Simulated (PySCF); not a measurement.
## Finite-field polarisability of Ga (gallium, neutral)

[Ar] 3d10 4s2 4p1, 2P determinant. Computed with PySCF 2.14 in aug-cc-pVDZ-DK (6s5p3d, 36 functions), with scalar relativity by spin-free X2C-1e. Frozen: [Ar] 3d10. Energy changes in a uniform field (μhartree):

```tsv
axis	F (au)	HF	MP2	CCSD	CCSD(T)
x	0.0021	-97.727	-96.039	-93.751	-93.804
x	0.0042	-390.988	-384.229	-375.084	-375.294
y	0.0016	-102.825	-102.256	-100.173	-100.193
y	0.0032	-412.380	-410.072	-401.705	-401.782
```

By symmetry the remaining axis equals x.

Derive α along x at CCSD(T) from the two fields.

With ΔE = −αF²/2 − γF⁴/24, α = −(16 ΔE(F) − ΔE(2F))/(6F²) = 42.54 bohr³.

And the mean polarisability at each level?

The components xx, yy, zz at CCSD(T) are 42.54, 78.21, 42.54, the third axis being equal by symmetry to one of the two computed. Means: HF 56.30, MP2 55.64, CCSD 54.41, CCSD(T) 54.43 bohr³. Reference: 50 ± 3 bohr³ (recommended; Schwerdtfeger and Nagle, table of static dipole polarizabilities (2023 update)).

A double-zeta set is small for polarisabilities.
